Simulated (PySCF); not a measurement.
NMR data simulated for an unnamed compound:

1H NMR (300 MHz, computed): δ 7.73 (s, 1H), 5.58 (sept, 1H), 2.88 (q, 2H), 1.24 (t, 3H), 0.48 (d, 6H).

13C{1H} NMR (computed): δ 157.9 (C), 139.9 (CH), 23.8 (CH2), 20.1 (CH3), -1.1 (CH3).

PySCF calculation with shielding tensors at PBE0/pcSseg-1 (GIAO) and coordinates at the GFN2-xTB level; one averaged value for each set of equivalent atoms, one computed conformer, non-relativistic, in vacuum.

δ = σ(ref) − σ, references computed at the same level: 1H (σ = 31.72 ppm) and 13C (σ = 186.93 ppm) vs TMS.

Which of these does the molecule contain: a vinyl group CH=CH2, a non-aromatic C=C double bond, a Si–CH3 group, a heteroaromatic ring, an amide, a CH3CH2 unit?

Results:


- A vinyl group CH=CH2: no.
- A non-aromatic C=C double bond: no.
- A Si–CH3 group: yes (δC -1.1; δH 0.48 (d)).
- A heteroaromatic ring: yes.
- An amide: no.
- A CH3CH2 unit: yes (δC 20.1, 23.8; δH 1.24 (t), 2.88 (q)).

The data belong to `CCc1cnn([SiH](C)C)n1`, C6H13N3Si; they needn't prove each group on their own.

Carbon signals by region: 2 in the sp2 and nitrile region (100–160 ppm), 3 below 50 ppm.

Shifts are as computed. Against solution values, carbons near 30 ppm lie about +3 ppm off and those near 130 ppm about +5 ppm. Of 1211 compounds with measured shifts, 218 miss one by over three times the rms of a fit or turn the order of signals round; such compounds aren't used in these exercises. Multiplicities follow the n + 1 count of equivalent neighbours, as no J values were calculated; m marks all less simple cases, F and P coupling included.
